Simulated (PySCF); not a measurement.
Level sweep

C4H13AsGe.
Z-matrix (Å and degrees, PBE0-D3(BJ)/def2-SVP geometry), rows numbered from 1:
```
C 
C   1  1.5280
C   2  1.5229  1  110.11
C   2  1.5269  1  110.11  3   122.21
As  2  2.0180  1  105.39  3  -122.82
Ge  5  2.4248  2  100.53  1   163.61
H   1  1.1014  2  111.78  3   179.13
H   1  1.1013  2  111.73  3    57.99
H   1  1.1041  2  109.96  3   -61.39
H   3  1.1009  2  112.15  1   176.96
H   3  1.1048  2  109.88  1    57.94
H   3  1.1007  2  111.87  1   -61.61
H   4  1.1037  2  110.00  1   -61.60
H   4  1.1014  2  111.85  1   179.08
H   4  1.1013  2  111.74  1    57.90
H   5  1.5276  2   95.59  1    70.01
H   6  1.5413  5  113.91  2   -65.17
H   6  1.5421  5  109.16  2    56.20
H   6  1.5403  5  108.52  2   173.81
```

PySCF, dipoles from the SCF density, polarisabilities from static response with core orbitals frozen. Isolated species at its PBE0-D3(BJ)/def2-SVP geometry, gas phase. Relativistic effects, spin–orbit coupling among them, are left out although an element past zinc is present.

Question: How do dipole and polarisability depend on functional and basis here?

Answer: 

| level | μ (D) | α (Å³) | anisotropy (Å³) |
| --- | --- | --- | --- |
| LDA/def2-SVPD | 1.287 | 18.48 | 5.84 |
| PBE/def2-SVPD | 1.271 | 18.12 | 5.69 |
| B3LYP/def2-SVPD | 1.254 | 17.67 | 5.44 |
| PBE0/def2-SVPD | 1.286 | 17.52 | 5.34 |
| BHandHLYP/def2-SVPD | 1.266 | 17.10 | 5.11 |
| HF/def2-SVPD | 1.377 | 16.53 | 4.71 |
| PBE0/aug-cc-pVDZ | 1.303 | 17.88 | 5.36 |

The anisotropy is √(½[(α1 − α2)² + (α2 − α3)² + (α3 − α1)²]). The dipole runs from 1.25 D (B3LYP/def2-SVPD) to 1.38 D (HF/def2-SVPD). In one basis (def2-SVPD) the functionals order the polarisability from HF (lowest) to LDA (highest), a spread of 12%.
